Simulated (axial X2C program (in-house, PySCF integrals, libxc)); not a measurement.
# What spin–orbit coupling does to CaSe⁻

Calculated with an in-house all-electron X2C program for linear molecules (integrals from PySCF). Spin-free means the one-electron spin-free X2C Hamiltonian; two-component (2c) means X2C with spin–orbit coupling and atomic mean-field two-electron Coulomb and Gaunt terms, so the difference of the two also holds small scalar two-electron terms. Basis: Se dyall-acv3z [9s10p7d5f1g], Ca dyall-acv3z [12s13p7d5f] (cores contracted in-house); Gaussian nuclei, density fitting, unrestricted open shells. Masses: Se 79.917 u, Ca 39.963 u.

Spin-free state: M_S = 1/2, Λ = 0 (beyond evenly filled blocks: σα); fragments Se- + Ca.

```
level  Re (Å)  ωe (cm⁻¹)  De (eV)  μ (D)
 PBE0   2.532      314.9    2.661   0.48
 TPSS   2.536      309.0    2.912  -0.42
```

Dipoles are positive if Ca is the positive end and refer to the centre of mass.

Two-component determinant lowest at the distance of the search:

Ω = 1/2 (⟨Sz⟩ = 0.50, ⟨Lz⟩ = 0.00 at PBE0); fragments Se- + Ca.

```json
{"level": "PBE0", "Re (Å)": "2.532", "ωe (cm⁻¹)": "314.0", "De (eV)": "2.626", "μ (D)": "0.46"}
{"level": "TPSS", "Re (Å)": "2.536", "ωe (cm⁻¹)": "308.3", "De (eV)": "n/a", "μ (D)": "-0.45"}
```

From the two tables, how do the constants change at the PBE0 level (2c against spin-free)?

At the PBE0 level Re doesn't move by more than 0.001 Å and ωe drops by 0.9 cm⁻¹; De changes by -0.035 eV.

One determinant describes the state; a PBE0 search over occupations chose it and may have missed a lower one. Dissociation energies refer to the lowest single-determinant-based atoms at the same level and basis. De is not given where an atomic determinant may have missed its ground term or J level, or where the truncated virtual space spoils (T). Density functionals use the spin component along the axis (collinear). Without a current term, density functionals place determinants with orbital angular momentum somewhat too high. The highest occupied level of some functionals is positive through self-interaction error; at Hartree–Fock it is bound.
